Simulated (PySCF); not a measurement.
**CaB⁺ from Hartree–Fock to correlated methods**

State: ³Π (triplet), unpaired electrons σ ↑, π ↑. Set-up: Ca x2c-SVPall, B x2c-SVPall; spin-free X2C with a Gaussian nucleus (PySCF 2.14). De refers to Ca⁺ + B in their high-spin ground configurations, without counterpoise correction. The functionals are run spin-unrestricted. A positive dipole points towards B; it is taken about the centre of mass and depends on that origin.

```json
{"Level": "UHF", "Re (Å)": "2.518", "ωe (cm⁻¹)": "423", "De (eV)": "0.362", "μ (D)": "-7.68", "CPU s a point (SCF and correlation, without the integrals)": "0.058"}
{"Level": "UHF-MP2", "Re (Å)": "2.516", "ωe (cm⁻¹)": "390", "De (eV)": "0.54", "μ (D)": "n/a", "CPU s a point (SCF and correlation, without the integrals)": "0.09"}
{"Level": "UHF-SCS-MP2", "Re (Å)": "2.511", "ωe (cm⁻¹)": "403", "De (eV)": "0.413", "μ (D)": "n/a", "CPU s a point (SCF and correlation, without the integrals)": "n/a"}
{"Level": "UHF-CCSD", "Re (Å)": "2.549", "ωe (cm⁻¹)": "348", "De (eV)": "0.484", "μ (D)": "n/a", "CPU s a point (SCF and correlation, without the integrals)": "n/a"}
{"Level": "UHF-CCSD(T)", "Re (Å)": "2.556", "ωe (cm⁻¹)": "350", "De (eV)": "0.54", "μ (D)": "n/a", "CPU s a point (SCF and correlation, without the integrals)": "1.5"}
{"Level": "PBE", "Re (Å)": "2.471", "ωe (cm⁻¹)": "422", "De (eV)": "1.56", "μ (D)": "-4.97", "CPU s a point (SCF and correlation, without the integrals)": "0.62"}
{"Level": "BLYP", "Re (Å)": "2.497", "ωe (cm⁻¹)": "403", "De (eV)": "1.29", "μ (D)": "-4.63", "CPU s a point (SCF and correlation, without the integrals)": "0.3"}
{"Level": "r²SCAN", "Re (Å)": "2.459", "ωe (cm⁻¹)": "443", "De (eV)": "1.57", "μ (D)": "-5.79", "CPU s a point (SCF and correlation, without the integrals)": "0.57"}
{"Level": "PBE0", "Re (Å)": "2.453", "ωe (cm⁻¹)": "445", "De (eV)": "1.32", "μ (D)": "-5.82", "CPU s a point (SCF and correlation, without the integrals)": "0.64"}
{"Level": "B97-3", "Re (Å)": "2.449", "ωe (cm⁻¹)": "456", "De (eV)": "1.25", "μ (D)": "-6.34", "CPU s a point (SCF and correlation, without the integrals)": "0.37"}
{"Level": "HSE06", "Re (Å)": "2.455", "ωe (cm⁻¹)": "442", "De (eV)": "1.31", "μ (D)": "-5.73", "CPU s a point (SCF and correlation, without the integrals)": "0.64"}
{"Level": "MN15", "Re (Å)": "2.453", "ωe (cm⁻¹)": "434", "De (eV)": "1.28", "μ (D)": "-5.79", "CPU s a point (SCF and correlation, without the integrals)": "0.69"}
```

Which functional lies closest to UHF-CCSD(T) in De, which farthest, and by how much do they differ from it?

Closest is B97-3 (-10.7 pm in Re, +30.3 % in ωe, +0.71 eV in De against UHF-CCSD(T) in the same basis), farthest r²SCAN (-9.7 pm in Re, +26.6 % in ωe, +1.03 eV in De). CCSD(T) converges more slowly with the basis than the functionals do and binds too weakly in this one, so the order can change at the basis-set limit.

What does a quarter of exact exchange do here, going from PBE to PBE0?

PBE0 less PBE: -1.8 pm in Re, +5.5 % in ωe, -0.24 eV in De. Exact exchange removes part of the self-interaction that spreads semilocal densities, and in most molecules shortens and stiffens the bond and lowers De; so it does here.

What does all correlation do here, going from UHF to UHF-CCSD(T)?

UHF-CCSD(T) less UHF: +3.8 pm in Re, -17.3 % in ωe, +0.18 eV in De. Correlation nearly always deepens the well. The bond lengthens, as in strong covalent bonds, where excitations into antibonding orbitals dominate.

Correlated steps freeze 6 core orbitals. Correlated levels converge slowly with the basis: in double zeta they bind strong bonds too weakly, by up to about 1 eV, and carry superposition errors of some tenths. For an ion De counts to the pair picked by the measured ionisation energies or electron affinities, which need not be the lowest pair at this level. The state is the lowest determinant that a PBE0 search found; another state may lie lower at other levels.

The whole job (state search and all levels along the bond) took about 1.5 min on 1 thread of Arm Neoverse V2 (shared host), peak memory 0.46 GiB.
